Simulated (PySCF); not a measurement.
Computed structure and properties of EuSF

System: EuSF (singlet in the valence; each metal's 4f electrons, 6 of them, lie in its core potential, out of spins and levels); start: template (Cs). Method: PySCF 2.14.0, RKS PBE0, Eu lcecp-1-SVP with ECP52, S def2-SVP, F def2-SVP; non-relativistic Hamiltonian with scalar-relativistic core potentials where named; density fitting; no spin-orbit coupling.

Input of the relaxation:

```python
mol = gto.M(atom='''
Eu    -0.16244     0.00000    -0.23407
S      2.02326     0.00000     0.74403
F     -2.09744     0.00000     0.63193''',
    basis={'Eu': 'lcecp-1-SVP', 'S': 'def2-SVP', 'F': 'def2-SVP'},
    ecp={'Eu': 'lcecp-1-SVP'},
    charge=0, spin=0)
mf = dft.RKS(mol, xc='PBE0')
mf.grids.atom_grid = (50, 194)  # f atoms: unpruned, at least (60, 302)
mf = mf.density_fit()  # fitting sets: Eu AutoAux, S def2-universal-JKFIT, F def2-universal-JKFIT
mf.conv_tol = 1e-08; mf.max_cycle = 55
mf.kernel(dm0)  # dm0: converged density of the start geometry
# quasi-Newton relaxation in Cartesian coordinates to a largest gradient under 0.00045 Eh/bohr, steps kept in the point group
```

Run from Python with OMP_NUM_THREADS=2; the lines above give its settings. Where DIIS fails, smearing, a level shift and second-order steps follow.
It took 8.4 s on 2 threads of Arm Neoverse V2 (shared host), from the converged density of the start.

Course of the relaxation:

| step | energy above end (eV) | largest force component within the symmetry (eV/Å) |
| --- | --- | --- |
| 0 | 0.1861 | 1.125 |
| 1 | 0.0997 | 0.628 |
| 2 | 0.0110 | 0.183 |
| 3 | 0.0006 | 0.127 |
| 4 | 0.0000 | 0.025 |
| 5 | 0.0000 | 0.005 |

Relaxed geometry (Cs):

```xyz
3

Eu   -0.1861    0.0000   -0.4360
S     1.7925    0.0000    0.8367
F    -1.8430    0.0000    0.7411
```

| contact | Å |
| --- | --- |
| Eu1–S2 (S) | 2.353 |
| Eu1–F3 (F) | 2.032 |

On the finer grid (75, 302):

| Item | Value |
| --- | --- |
| HOMO | -5.88 eV |
| LUMO | -2.59 eV |
| Dipole about the centre of mass | 8.30 D |
| Set of Mulliken populations of Eu1 outside the core potential | s 2.24, p 6.25, d 1.64, f 0.06 |
| D3(BJ) dispersion energy (not in the energies) | -0.047 eV |

```
atom  Mulliken (e)  Löwdin (e)  spin (e)
 Eu1          0.81        0.38      0.00
  S2         -0.39       -0.09      0.00
  F3         -0.42       -0.29      0.00
```

The 4f levels lie in the core potential and are missing. Their spin isn't counted.

On the grid (50, 194), as all that follows. Harmonic modes: a minimum; lowest 125 cm⁻¹ (negative: unstable), highest 570 cm⁻¹, zero-point energy 0.071 eV.

Rigid scan of S along the line from its metal:

distance to S2 (Å), energy (eV) and a bar:
```
     2.05      1.314 ##############################
     2.15      0.512 ############
     2.25      0.113 ###
     2.35      0.000 
     2.45      0.088 ##
     2.55      0.314 #######
     2.65      0.630 ##############
     2.80      1.203 ###########################
```

Taking off one F (charge -1, singlet; the rest: singlet) in vacuum, both parts rigid, costs 11.11 eV; the small basis without counterpoise inflates it. Most of it is the attraction of opposite charges; other ways to part are cheaper, and one spin state was tried for the rest.

Rigid scan of F along the line from its metal:

```tsv
distance to F3 (Å)	energy (eV)
1.73	1.444
1.83	0.546
1.93	0.116
2.03	0.000
2.13	0.088
2.23	0.305
2.43	0.941
2.73	2.034
3.13	3.352
3.63	4.567
```

One start shape was tried, so this needn't be the lowest isomer.

An lcecp potential fixes the number of 4f electrons, so in runs with it no electron can move into or out of that shell.
